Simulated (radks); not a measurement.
Task: The mean radii <r> (bohr) of the occupied orbitals of an atom or ion are listed with their occupations. Method: non-relativistic Kohn-Sham, PBE, spin-polarised, spherical densities, point nucleus; computed with a radial shooting solver on a logarithmic mesh with Libxc functionals.

| orbital | occ. | <r> |
|---|---|---|
| 1s | 2 | 0.1116 |
| 2s | 2 | 0.5661 |
| 2p | 6 | 0.5317 |

Name the element and its charge. Open shells, if any, are filled with parallel spins first.

Result: Z = 14, silicon, charge +4: Si4+ in [Ne]. The 1s radius gives Z: for a bare nucleus <r> = 1.5/Z, 0.1071 bohr for Z = 14, and screening makes it slightly larger (0.1116 here). The occupations add up to 10, and the charge is Z minus that.
